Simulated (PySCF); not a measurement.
Input of a response calculation (the driver script's job line, then coordinates in Å):

```
{"job": {"kind": "uv", "xc": "CAM-B3LYP", "basis": "def2-SVPD", "nstates": 8, "ntriplets": 3}, "charge": 0, "multiplicity": 1}
C     -1.993637     0.285797    -0.468876
C     -0.746331     0.210208    -0.039190
C     -0.347123    -0.552945     1.200062
O      0.945290    -1.115883     1.079961
Ge     1.894251    -0.424909    -0.256216
C      0.429470     0.828161    -0.735165
H     -2.255216     0.836924    -1.356296
H     -2.803872    -0.184754     0.061686
H     -0.363735     0.125003     2.064834
H     -1.052698    -1.365833     1.395090
H      2.234880    -1.552427    -1.200763
H      3.164882     0.139385     0.333784
H      0.645654     1.809358    -0.302053
H      0.247506     0.961440    -1.799025
```

Output:

```
coarse grid: 53096 points
cycle   1  E = -2308.9116242963  dE =  2.743e-01  |g| = 8.111e-01  |ddm| = 7.007e+00
cycle   2  E = -2308.8068500002  dE =  1.048e-01  |g| = 1.136e+00  |ddm| = 2.321e+00
cycle   3  E = -2309.0288949099  dE = -2.220e-01  |g| = 1.075e-01  |ddm| = 1.279e+00
cycle   4  E = -2309.0308341303  dE = -1.939e-03  |g| = 4.388e-02  |ddm| = 2.135e-01
cycle   5  E = -2309.0311672528  dE = -3.331e-04  |g| = 4.825e-03  |ddm| = 6.740e-02
cycle   6  E = -2309.0311716144  dE = -4.362e-06  |g| = 1.607e-03  |ddm| = 1.475e-02
final grid: 112056 points
cycle   7  E = -2309.0311377696  dE = -1.216e-07  |g| = 1.661e-03  |ddm| = 7.752e-03
cycle   8  E = -2309.0311375674  dE =  2.023e-07  |g| = 1.888e-03  |ddm| = 5.696e-03
cycle   9  E = -2309.0311384192  dE = -8.519e-07  |g| = 2.034e-04  |ddm| = 3.088e-03
cycle  10  E = -2309.0311384288  dE = -9.582e-09  |g| = 1.846e-05  |ddm| = 3.642e-04
cycle  11  E = -2309.0311384290  dE = -2.256e-10  |g| = 1.261e-05  |ddm| = 9.886e-05
converged SCF energy = -2309.0311384290

Static polarisability (au): isotropic 78.115, principal 63.850 70.522 99.971

Singlet excitations
state   eV       nm        f      main configurations
  1   6.2904    197.1   0.04662   H->L 0.61, H-1->L 0.31
  2   6.7536    183.6   0.07148   H->L+1 0.34, H-1->L 0.20, H->L 0.18
  3   6.7841    182.8   0.22778   H->L+1 0.41, H-1->L 0.28, H->L 0.09
  4   7.0999    174.6   0.01902   H->L+2 0.54, H-2->L 0.13, H-1->L 0.10
  5   7.2178    171.8   0.01159   H-2->L 0.58, H->L+2 0.09
  6   7.2531    170.9   0.02032   H-1->L+1 0.69, H-2->L 0.10
  7   7.5263    164.7   0.06123   H-1->L+2 0.68
  8   7.6229    162.6   0.00489   H->L+3 0.49, H-1->L+3 0.22

Triplet excitations (Tamm-Dancoff, eV): 4.2374 6.0926 6.5580
```

Method: TDDFT CAM-B3LYP/def2-SVPD, vertical, gas phase, core orbitals frozen in the response (PySCF 2.14.0, density-fitted response routines). Geometry: GFN2-xTB, one conformer, isolated molecule. The CAM-B3LYP/def2-SVPD calculation is non-relativistic and has no spin–orbit coupling, an omission that weighs most on germanium.

Problem. How much of the mean polarisability do the listed states account for?

Solution. The sum over states Σ f/ΔE² (ΔE in hartree) gives 7.29 au, 9% of the total; the rest comes from higher roots of the same response equations.

Problem. What transition dipole goes with state 3?

Solution. |μ|² = 3f / (2ΔE) = 3 × 0.2278 / (2 × 0.2493) ≈ 1.370 au, so |μ| = 2.98 D.

Problem. Give the energy of state 3 in hartree, cm⁻¹ and kJ/mol.

Solution. 0.24931 hartree, 54717 cm⁻¹, 654.6 kJ/mol.

Problem. What is the gap between the lowest singlet and the lowest triplet?

Solution. 6.2904 − 4.2374 = 2.0530 eV (full response against Tamm–Dancoff).

Problem. What share of the summed oscillator strength falls to the strongest level in this window?

Solution. State 3 at 183 nm: 0.2278 of 0.4629, or 49%.

Problem. Which species is it?

Solution. `C=C1C[O][GeH2][CH2]1` (C4H8GeO), point group C1.

The SCF starts on a coarse grid; the energy jumps when the final grid takes over, and dE counts afresh there. H and L stand for HOMO and LUMO.
